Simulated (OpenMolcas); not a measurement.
**V2+: moving the ligands**

V2+ with 6 ligands (sulfide) in octahedral coordination (Oh) at 2.57 Å. A charge of +1.67 e stands 3.2 Å behind each ligand. Ligand basis ANO-RCC-VDZP.
```
V     0.0000    0.0000    0.0000
S     2.5700    0.0000    0.0000
S     0.0000    2.5700    0.0000
S    -2.5700    0.0000    0.0000
S     0.0000   -2.5700    0.0000
S     0.0000    0.0000    2.5700
S     0.0000    0.0000   -2.5700
```

* Program: OpenMolcas 26.06
* Method: SS-CASPT2, IPEA 0.25 Eh, imaginary shift 0.1 Eh (closed shells correlated: 3s 3p and the ligand valence shells)
* Basis: ANO-RCC-VTZP [6s5p3d2f1g]
* Scalar Hamiltonian: DKH2, point nucleus
* Active space: 3 electrons in 5 orbitals (3d)
* State averaging: 2S+1 = 4 even, 10 roots; 2S+1 = 2 even, 40 roots
* Spin-orbit coupling: state interaction with AMFI integrals over the reference wave functions

Runs around this geometry, states (labels of O, the rotations of Oh). Energies in cm-1 above the lowest state or level, χT in cm3 K/mol.

| R (Å) | Ground state | First state of that spin | First gap with spin-orbit (degeneracies) | χT at 300 K | First state of another spin |
| --- | --- | --- | --- | --- | --- |
| 2.43 | 4A2 | 4T2 2540 | 2410 (4, 4) | 1.787 | 2T2 8730 |
| 2.57 | 4A2 | 4T2 2690 | 2620 (4, 2) | 1.790 | 2A1 10430 |
| 2.68 | 4A2 | 4T2 2460 | 2400 (4, 2) | 1.781 | 2E 10940 |

Roots that are degenerate in the reference are averaged as groups; the widest CASPT2 spread within a group is 250 cm-1 (the 3-fold group of multiplicity 2 near 17200 cm-1 above the lowest state of its run, R = 2.57). Shifts and gaps below about the spread of the groups concerned are not significant. Over all roots computed the reference weight is 0.59 to 0.61 in R = 2.43, 0.60 to 0.62 in R = 2.57, 0.61 to 0.63 in R = 2.68; a low but even weight reflects the number of correlated electrons. The sulfide ions are held by bare point charges, a crude embedding. Ligand-to-metal charge-transfer states are missing. These CASPT2 states fit no ligand-field parameters well, so their order and spin gaps are uncertain. With no ligand orbital active B as a rule stays too high, so bands that hang on it stand too high and its fall with covalency is understated. With one d shell and no ligand orbital active, 10Dq can be off by tens of per cent for divalent 3d ions, low with halides held by bare charges and at times high in hosts. Free-ion shares, where given, are those of the reference states; single-state CASPT2 does not remix them. No measured value stands beside these numbers; the geometry is a model, was not optimised and need not be the one that this ion takes.
